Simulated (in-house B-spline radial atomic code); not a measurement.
Inner levels of lead as electrons are removed. A shift is the extra binding of the orbital against the neutral atom ([Xe] 4f14 5d10 6s2 6p1/2(2)). The density at the nucleus is averaged over the nuclear charge. Computed with a radial B-spline atomic code at the basis-set limit: Dirac-Hartree-Fock, jj configuration that fills j = l - 1/2 first, finite nuclei.

A number in brackets counts the electrons of a j subshell.

```json
{"ion": "Pb51+", "configuration": "[Ar] 3d10 4s2 4p1/2(1)", "shift of 3s1/2 (eV)": "2620.08", "shift of 2p1/2 (eV)": "2770.07", "shift of 2s1/2 (eV)": "2759.34", "radius of 3s1/2 (bohr)": "0.17051", "radius of 2p1/2 (bohr)": "0.054832", "radius of 2s1/2 (bohr)": "0.066747", "Σ<r²> (bohr²)": "0.97775", "change of density at nucleus (bohr⁻³)": "6212.77"}
{"ion": "Pb52+", "configuration": "[Ar] 3d10 4s2", "shift of 3s1/2 (eV)": "2706.25", "shift of 2p1/2 (eV)": "2867.97", "shift of 2s1/2 (eV)": "2857.36", "radius of 3s1/2 (bohr)": "0.17031", "radius of 2p1/2 (bohr)": "0.054824", "radius of 2s1/2 (bohr)": "0.066729", "Σ<r²> (bohr²)": "0.84665", "change of density at nucleus (bohr⁻³)": "5796.04"}
{"ion": "Pb53+", "configuration": "[Ar] 3d10 4s1", "shift of 3s1/2 (eV)": "2789.33", "shift of 2p1/2 (eV)": "2965.49", "shift of 2s1/2 (eV)": "2951.88", "radius of 3s1/2 (bohr)": "0.17033", "radius of 2p1/2 (bohr)": "0.054811", "radius of 2s1/2 (bohr)": "0.066724", "Σ<r²> (bohr²)": "0.71486", "change of density at nucleus (bohr⁻³)": "-6408.7"}
{"ion": "Pb54+", "configuration": "[Ar] 3d10", "shift of 3s1/2 (eV)": "2873", "shift of 2p1/2 (eV)": "3063.86", "shift of 2s1/2 (eV)": "3047.19", "radius of 3s1/2 (bohr)": "0.17021", "radius of 2p1/2 (bohr)": "0.054798", "radius of 2s1/2 (bohr)": "0.066718", "Σ<r²> (bohr²)": "0.58525", "change of density at nucleus (bohr⁻³)": "-18882.3"}
{"ion": "Pb55+", "configuration": "[Ar] 3d3/2(4) 3d5/2(5)", "shift of 3s1/2 (eV)": "3009.33", "shift of 2p1/2 (eV)": "3246.92", "shift of 2s1/2 (eV)": "3225.9", "radius of 3s1/2 (bohr)": "0.16951", "radius of 2p1/2 (bohr)": "0.054773", "radius of 2s1/2 (bohr)": "0.06668", "Σ<r²> (bohr²)": "0.55066", "change of density at nucleus (bohr⁻³)": "-17786.9"}
{"ion": "Pb56+", "configuration": "[Ar] 3d3/2(4) 3d5/2(4)", "shift of 3s1/2 (eV)": "3146.87", "shift of 2p1/2 (eV)": "3432.2", "shift of 2s1/2 (eV)": "3406.66", "radius of 3s1/2 (bohr)": "0.16882", "radius of 2p1/2 (bohr)": "0.054747", "radius of 2s1/2 (bohr)": "0.06664", "Σ<r²> (bohr²)": "0.517", "change of density at nucleus (bohr⁻³)": "-16671"}
{"ion": "Pb57+", "configuration": "[Ar] 3d3/2(4) 3d5/2(3)", "shift of 3s1/2 (eV)": "3285.59", "shift of 2p1/2 (eV)": "3619.7", "shift of 2s1/2 (eV)": "3589.47", "radius of 3s1/2 (bohr)": "0.16813", "radius of 2p1/2 (bohr)": "0.054721", "radius of 2s1/2 (bohr)": "0.0666", "Σ<r²> (bohr²)": "0.48422", "change of density at nucleus (bohr⁻³)": "-15534.8"}
{"ion": "Pb58+", "configuration": "[Ar] 3d3/2(4) 3d5/2(2)", "shift of 3s1/2 (eV)": "3425.51", "shift of 2p1/2 (eV)": "3809.4", "shift of 2s1/2 (eV)": "3774.32", "radius of 3s1/2 (bohr)": "0.16745", "radius of 2p1/2 (bohr)": "0.054693", "radius of 2s1/2 (bohr)": "0.066558", "Σ<r²> (bohr²)": "0.4523", "change of density at nucleus (bohr⁻³)": "-14378.1"}
{"ion": "Pb59+", "configuration": "[Ar] 3d3/2(4) 3d5/2(1)", "shift of 3s1/2 (eV)": "3566.61", "shift of 2p1/2 (eV)": "4001.3", "shift of 2s1/2 (eV)": "3961.21", "radius of 3s1/2 (bohr)": "0.16676", "radius of 2p1/2 (bohr)": "0.054664", "radius of 2s1/2 (bohr)": "0.066515", "Σ<r²> (bohr²)": "0.42121", "change of density at nucleus (bohr⁻³)": "-13200.8"}
{"ion": "Pb60+", "configuration": "[Ar] 3d3/2(4)", "shift of 3s1/2 (eV)": "3708.91", "shift of 2p1/2 (eV)": "4195.41", "shift of 2s1/2 (eV)": "4150.12", "radius of 3s1/2 (bohr)": "0.16608", "radius of 2p1/2 (bohr)": "0.054635", "radius of 2s1/2 (bohr)": "0.066471", "Σ<r²> (bohr²)": "0.39093", "change of density at nucleus (bohr⁻³)": "-12003"}
{"ion": "Pb61+", "configuration": "[Ar] 3d3/2(3)", "shift of 3s1/2 (eV)": "?", "shift of 2p1/2 (eV)": "?", "shift of 2s1/2 (eV)": "?", "radius of 3s1/2 (bohr)": "?", "radius of 2p1/2 (bohr)": "?", "radius of 2s1/2 (bohr)": "?", "Σ<r²> (bohr²)": "?", "change of density at nucleus (bohr⁻³)": "?"}
{"ion": "Pb62+", "configuration": "[Ar] 3d3/2(2)", "shift of 3s1/2 (eV)": "4000.6", "shift of 2p1/2 (eV)": "4588.68", "shift of 2s1/2 (eV)": "4544.8", "radius of 3s1/2 (bohr)": "0.16467", "radius of 2p1/2 (bohr)": "0.054513", "radius of 2s1/2 (bohr)": "0.066368", "Σ<r²> (bohr²)": "0.335", "change of density at nucleus (bohr⁻³)": "-9350.46"}
{"ion": "Pb63+", "configuration": "[Ar] 3d3/2(1)", "shift of 3s1/2 (eV)": "4148.26", "shift of 2p1/2 (eV)": "4788.51", "shift of 2s1/2 (eV)": "4745.31", "radius of 3s1/2 (bohr)": "0.16397", "radius of 2p1/2 (bohr)": "0.05445", "radius of 2s1/2 (bohr)": "0.066315", "Σ<r²> (bohr²)": "0.30812", "change of density at nucleus (bohr⁻³)": "-7989.53"}
{"ion": "Pb64+", "configuration": "[Ne] 3s2 3p6", "shift of 3s1/2 (eV)": "?", "shift of 2p1/2 (eV)": "?", "shift of 2s1/2 (eV)": "?", "radius of 3s1/2 (bohr)": "?", "radius of 2p1/2 (bohr)": "?", "radius of 2s1/2 (bohr)": "?", "Σ<r²> (bohr²)": "?", "change of density at nucleus (bohr⁻³)": "?"}
{"ion": "Pb65+", "configuration": "[Ne] 3s2 3p1/2(2) 3p3/2(3)", "shift of 3s1/2 (eV)": "?", "shift of 2p1/2 (eV)": "?", "shift of 2s1/2 (eV)": "?", "radius of 3s1/2 (bohr)": "?", "radius of 2p1/2 (bohr)": "?", "radius of 2s1/2 (bohr)": "?", "Σ<r²> (bohr²)": "?", "change of density at nucleus (bohr⁻³)": "?"}
{"ion": "Pb66+", "configuration": "[Ne] 3s2 3p1/2(2) 3p3/2(2)", "shift of 3s1/2 (eV)": "4558.81", "shift of 2p1/2 (eV)": "5375.71", "shift of 2s1/2 (eV)": "5317.02", "radius of 3s1/2 (bohr)": "0.1622", "radius of 2p1/2 (bohr)": "0.054278", "radius of 2s1/2 (bohr)": "0.066151", "Σ<r²> (bohr²)": "0.21487", "change of density at nucleus (bohr⁻³)": "-3552.98"}
{"ion": "Pb67+", "configuration": "[Ne] 3s2 3p1/2(2) 3p3/2(1)", "shift of 3s1/2 (eV)": "4690.86", "shift of 2p1/2 (eV)": "5570.67", "shift of 2s1/2 (eV)": "5503.69", "radius of 3s1/2 (bohr)": "0.16167", "radius of 2p1/2 (bohr)": "0.054223", "radius of 2s1/2 (bohr)": "0.066096", "Σ<r²> (bohr²)": "0.1822", "change of density at nucleus (bohr⁻³)": "-1997.65"}
{"ion": "Pb68+", "configuration": "[Ne] 3s2 3p1/2(2)", "shift of 3s1/2 (eV)": "4823.72", "shift of 2p1/2 (eV)": "5767.19", "shift of 2s1/2 (eV)": "5691.78", "radius of 3s1/2 (bohr)": "0.16114", "radius of 2p1/2 (bohr)": "0.054167", "radius of 2s1/2 (bohr)": "0.066039", "Σ<r²> (bohr²)": "0.15009", "change of density at nucleus (bohr⁻³)": "-422.73"}
```

(1) Fill in the row of Pb61+.

(2) Fill in the row of Pb64+.

(3) Fill in the row of Pb65+.

Answers

(1) shift of 3s1/2 (eV): 3854.14; shift of 2p1/2 (eV): 4390.98; shift of 2s1/2 (eV): 4346.4; radius of 3s1/2 (bohr): 0.16537; radius of 2p1/2 (bohr): 0.054575; radius of 2s1/2 (bohr): 0.06642; Σ<r²> (bohr²): 0.3626; change of density at nucleus (bohr⁻³): -10688.2.

(2) shift of 3s1/2 (eV): 4297.14; shift of 2p1/2 (eV): 4990.47; shift of 2s1/2 (eV): 4947.92; radius of 3s1/2 (bohr): 0.16327; radius of 2p1/2 (bohr): 0.054386; radius of 2s1/2 (bohr): 0.06626; Σ<r²> (bohr²): 0.28193; change of density at nucleus (bohr⁻³): -6605.73.

(3) shift of 3s1/2 (eV): 4427.57; shift of 2p1/2 (eV): 5182.31; shift of 2s1/2 (eV): 5131.76; radius of 3s1/2 (bohr): 0.16273; radius of 2p1/2 (bohr): 0.054333; radius of 2s1/2 (bohr): 0.066206; Σ<r²> (bohr²): 0.24811; change of density at nucleus (bohr⁻³): -5088.94.
